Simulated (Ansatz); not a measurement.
Calculated with Ansatz (gas phase, PBE0-D4/def2-TZVP geometries, no zero-point term in ΔE). CCSD(T)/CBS adds triple-zeta CCSD(T) − MP2 to the extrapolated MP2 energy (def2 sets, frozen cores). This one scheme is used for every species, atoms too. DFT in def2-TZVPP. Open shells (•) are unrestricted, without spin–orbit coupling. Spin–orbit coupling would lower the free atoms: a little for Al, B, C.

`C[B](C)[AlH2]` → Al• + B• + 2 C• + 8 H•  (atomization)

`C[B](C)[AlH2]`:

Z-matrix (Å, degrees):
```
C
B 1 1.568
H 1 1.092 2 116.8
H 1 1.103 2 104.0 3 115.9
H 1 1.095 2 114.0 3 -129.2
C 2 1.568 1 117.5 3 151.8
Al 2 2.143 1 121.2 3 -28.2
H 6 1.095 2 114.0 1 22.5
H 6 1.103 2 104.0 1 -92.3
H 6 1.092 2 116.8 1 151.7
H 7 1.599 2 122.1 1 94.3
H 7 1.599 2 122.1 1 -85.7
```

CCSD(T)/CBS gives +985.6 kcal/mol.

Another level gave +996.6 kcal/mol. Which?
A. BLYP/def2-TZVPP
B. revPBE/def2-TZVPP
C. LDA (SPW92)/def2-TZVPP
D. PBE-D4/def2-TZVPP

D. PBE-D4 996.6, BLYP 971.2, revPBE 964.6, LDA (SPW92) 1103.0 kcal/mol.

What do rigid-rotor, harmonic-oscillator terms from PBE0-D4/def2-TZVP frequencies (298.15 K, 1 bar) make of the CCSD(T)/CBS value? (An estimate is asked.)

Computed: ΔZPE = -55.8 kcal/mol, ΔH = +942.1 kcal/mol, ΔS = 1207 J/(mol·K), ΔG = +856.1 kcal/mol. Open shells count their whole term as degenerate.

Largest T1 diagnostic among the species: 0.018.

The D4 term adds +7.5 kcal/mol with B3LYP and +3.9 kcal/mol with PBE0; it sums over pairs of atoms, weighted by their polarisabilities, and B3LYP, whose exchange is more repulsive, gets the larger term. In def2-TZVPP, CCSD(T) changes the Hartree–Fock value by +200.3 kcal/mol (the triples alone add +9.3 kcal/mol) and MP2 by +203.9 kcal/mol; breaking electron pairs costs correlation energy, which Hartree–Fock lacks.

B3LYP here is the variant with VWN-RPA as its local correlation; programs differ in this.

For atomizations the MP2-based limit and the directly extrapolated one differ by several kJ/mol either way, and by 10 to 25 for some Ge, Se and Sn compounds, so smaller differences from it don't rank the levels.
